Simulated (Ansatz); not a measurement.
Ansatz (a quantum-chemistry and plane-wave program) input file for Si(F)3(NCO) (CF3NOSi), SMILES C(=O)=N[Si](F)(F)F, PBE-D3(BJ)/def2-SVP. 

Ansatz 0.2 input:
```yaml
crystal:
  periodic: [false, false, false]
  atoms:
    - {symbol: O, position_ang: [-0.00000000, -0.00000000, 3.30024249]}
    - {symbol: C, position_ang: [0.00000000, 0.00000000, 2.13442933]}
    - {symbol: N, position_ang: [-0.00000000, 0.00000000, 0.93004223]}
    - {symbol: Si, position_ang: [0.00000000, -0.00000000, -0.74584445]}
    - {symbol: F, position_ang: [-1.29225233, -0.74608223, -1.30655515]}
    - {symbol: F, position_ang: [-0.00000000, 1.49216446, -1.30655515]}
    - {symbol: F, position_ang: [1.29225233, -0.74608223, -1.30655515]}
basis:
  gaussian:
    orbitals: def2-SVP
hamiltonian:
  xc: pbe
  dispersion: d3bj
relax: {f_tol: 0.002, max_steps: 200}
```

Program output:

```
WARN ansatz: RAYON_NUM_THREADS=1 ignored (pool sized by the plan → 1); use --threads N
Functional definition: PBE
integrals: 0.05 GiB planned
1113 factors; their error is unknown
mean field: 0.26 GiB planned
mean field evaluation 1: about -20570.4475 eV, gradient 7.3e1 eV
mean field evaluation 2: about -20554.8315 eV, gradient 1.2e2 eV
mean field evaluation 4: about -20579.4347 eV, gradient 5.6e0 eV
mean field evaluation 8: about -20579.4944 eV, gradient 2.2e-2 eV
mean field evaluation 16: about -20579.4279 eV, gradient 3.3e-5 eV
mean field -20579.42790497 eV, -756.2800262704 hartree, gradient 3.3e-5 eV, S^2 0.000000; 0 other end points of the search recorded, 0 dependent functions left out
the calculation of the forces begins
reference -20579.42793083 eV, -756.2800272206 hartree; 31, 31 occupied and 71, 71 virtual orbitals, 1113 factors
relax step   1: F+E_penalty+E_count = -20579.56314767 eV  Δ(F+E_penalty+E_count) = +0.000e0 eV  max|allowed force component| = 1.028e0 eV/Å  Δτ_max = 0.0000 Å  (28 SCF iters, accepted)
these checks for a lower state are left out or cut short: starts, cluster_reference, orbital_swaps, neighbouring_geometries, increment
integrals: 0.05 GiB planned
1113 factors; their error is unknown
mean field: 0.25 GiB planned
mean field -20579.44560254 eV, -756.2806766442 hartree, gradient 1.5e-5 eV, S^2 0.000000; 0 other end points of the search recorded, 0 dependent functions left out
the calculation of the forces begins
reference -20579.44562841 eV, -756.2806775948 hartree; 31, 31 occupied and 71, 71 virtual orbitals, 1113 factors
relax step   2: F+E_penalty+E_count = -20579.58035943 eV  Δ(F+E_penalty+E_count) = -1.721e-2 eV  max|allowed force component| = 2.819e-1 eV/Å  Δτ_max = 0.0165 Å  (30 SCF iters, accepted)
these checks for a lower state are left out or cut short: starts, cluster_reference, orbital_swaps, neighbouring_geometries, increment
integrals: 0.05 GiB planned
1113 factors; their error is unknown
mean field: 0.25 GiB planned
mean field evaluation 32: about -20579.4496 eV, gradient 1.5e-5 eV
mean field -20579.44964967 eV, -756.2808253736 hartree, gradient 1.5e-5 eV, S^2 0.000000; 0 other end points of the search recorded, 0 dependent functions left out
the calculation of the forces begins
reference -20579.44967550 eV, -756.2808263225 hartree; 31, 31 occupied and 71, 71 virtual orbitals, 1113 factors
relax step   3: F+E_penalty+E_count = -20579.58414312 eV  Δ(F+E_penalty+E_count) = -3.784e-3 eV  max|allowed force component| = 2.209e-2 eV/Å  Δτ_max = 0.0076 Å  (31 SCF iters, accepted)
these checks for a lower state are left out or cut short: starts, cluster_reference, orbital_swaps, neighbouring_geometries, increment
integrals: 0.05 GiB planned
1113 factors; their error is unknown
mean field: 0.25 GiB planned
mean field -20579.44967721 eV, -756.2808263854 hartree, gradient 2.0e-5 eV, S^2 0.000000; 0 other end points of the search recorded, 0 dependent functions left out
the calculation of the forces begins
reference -20579.44970303 eV, -756.2808273342 hartree; 31, 31 occupied and 71, 71 virtual orbitals, 1113 factors
relax step   4: F+E_penalty+E_count = -20579.58416057 eV  Δ(F+E_penalty+E_count) = -1.745e-5 eV  max|allowed force component| = 2.771e-3 eV/Å  Δτ_max = 0.0005 Å  (21 SCF iters, accepted)
these checks for a lower state are left out or cut short: starts, cluster_reference, orbital_swaps, neighbouring_geometries, increment
integrals: 0.05 GiB planned
1113 factors; their error is unknown
mean field: 0.25 GiB planned
mean field -20579.44967723 eV, -756.2808263863 hartree, gradient 9.5e-6 eV, S^2 0.000000; 0 other end points of the search recorded, 0 dependent functions left out
the calculation of the forces begins
reference -20579.44970305 eV, -756.2808273350 hartree; 31, 31 occupied and 71, 71 virtual orbitals, 1113 factors
relax step   5: F+E_penalty+E_count = -20579.58416053 eV  Δ(F+E_penalty+E_count) = +4.014e-8 eV  max|allowed force component| = 5.689e-3 eV/Å  Δτ_max = 0.0002 Å  (20 SCF iters, rejected (line search))
these checks for a lower state are left out or cut short: starts, cluster_reference, orbital_swaps, neighbouring_geometries, increment
integrals: 0.05 GiB planned
1113 factors; their error is unknown
mean field: 0.25 GiB planned
mean field -20579.44967655 eV, -756.2808263613 hartree, gradient 2.2e-5 eV, S^2 0.000000; 0 other end points of the search recorded, 0 dependent functions left out
the calculation of the forces begins
reference -20579.44970237 eV, -756.2808273101 hartree; 31, 31 occupied and 71, 71 virtual orbitals, 1113 factors
relax step   6: F+E_penalty+E_count = -20579.58416087 eV  Δ(F+E_penalty+E_count) = -3.041e-7 eV  max|allowed force component| = 2.671e-4 eV/Å  Δτ_max = 0.0001 Å  (19 SCF iters, accepted)
integrals: 0.05 GiB planned
1113 factors; their error is unknown
mean field: 0.25 GiB planned
mean field evaluation 64: about -20579.4497 eV, gradient 2.1e-4 eV
mean field -20579.44967655 eV, -756.2808263613 hartree, gradient 2.3e-5 eV, S^2 0.000000; 1 other end points of the search recorded, 0 dependent functions left out
the calculation of the forces begins
reference -20579.44970237 eV, -756.2808273101 hartree; 31, 31 occupied and 71, 71 virtual orbitals, 1113 factors
Total energy: -20579.58418669 eV, -756.2857695176 hartree
Atom 0 at    -0.000000    -0.000016     3.320687 Å, force    -0.000000    -0.000004    -0.000213 eV/Å
Atom 1 at    -0.000000     0.000000     2.145188 Å, force    -0.000000    -0.000024    -0.000043 eV/Å
Atom 2 at     0.000000     0.000014     0.933299 Å, force     0.000000     0.000042    -0.000052 eV/Å
Atom 3 at     0.000000     0.000007    -0.752527 Å, force    -0.000000    -0.000011    -0.000267 eV/Å
Atom 4 at    -1.304095    -0.752925    -1.315806 Å, force    -0.000086    -0.000053     0.000194 eV/Å
Atom 5 at     0.000000     1.505844    -1.315831 Å, force     0.000000     0.000103     0.000187 eV/Å
Atom 6 at     1.304095    -0.752925    -1.315806 Å, force     0.000086    -0.000053     0.000194 eV/Å
Dipole moment:    -0.000000     0.000010     0.066857 e Å
```

Self-consistency was reached.
